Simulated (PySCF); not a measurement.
Protons, H atoms and electrons added to or taken from O[SiH3]. Gas-phase values, no solvent. One relaxed conformer stands for each flexible species; it need not be the lowest. Strings in code marks are SMILES.

All values below come from CAM-B3LYP-D3(BJ)/def2-TZVPD in PySCF 2.14.0. 

```json
[
 {"species": "neutral parent (`O[SiH3]`)", "HOMO (eV)": "-10.23"},
 {"species": "proton removed from O1 (`[O-][SiH3]`)", "HOMO (eV)": "-2.70"},
 {"species": "proton removed from Si2 (`O[SiH2-]` (not the most acidic site))", "HOMO (eV)": "(withheld)"}
]
```

Task: Fill in the missing entries.

Result: 
- proton removed from Si2 (`O[SiH2-]` (not the most acidic site)), HOMO (eV): -0.92
